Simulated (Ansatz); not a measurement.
`[CH3][Ge]([CH3])([OH])[OH]`, relaxed with RKS PBE0-D4/def2-TZVP in Ansatz from a PBE-D4/def2-SVP geometry. The force threshold is 0.005 eV/Å; the program also tests the step.

Charge 0, multiplicity 1.

Start:

```xyz
13

C    -0.101   -1.613   -0.796
Ge   -0.136    0.006    0.294
C     0.692    1.578   -0.514
O     0.674   -0.492    1.832
O    -1.817    0.552    0.672
H    -0.495   -2.473   -0.221
H    -0.711   -1.477   -1.710
H     0.942   -1.841   -1.092
H     0.599    2.453    0.159
H     0.182    1.818   -1.469
H     1.763    1.389   -0.718
H     0.716    0.263    2.448
H    -2.311   -0.163    1.115
```

```tsv
step	energy (eV)	largest force (eV/Å)	largest move (Å)
1	-62807.6020	0.850	0.000
2	-62807.6551	0.318	0.031
3	-62807.6622	0.056	0.020
4	-62807.6629	0.021	0.009
5	-62807.6633	0.013	0.015
6	-62807.6633	0.002	0.009
7	-62807.6634	0.007	0.017
8	-62807.6634	0.002	0.005
```

End:

```xyz
13

C    -0.103   -1.613   -0.789
Ge   -0.121    0.006    0.273
C     0.681    1.584   -0.514
O     0.694   -0.466    1.789
O    -1.783    0.523    0.668
H    -0.557   -2.429   -0.224
H    -0.661   -1.468   -1.714
H     0.923   -1.892   -1.032
H     0.581    2.429    0.168
H     0.178    1.834   -1.449
H     1.740    1.412   -0.714
H     0.716    0.246    2.432
H    -2.287   -0.165    1.107
```

Run time 23 s (4 threads of an Intel Xeon 6975P-C on a shared host); peak host memory 0.68 GiB.
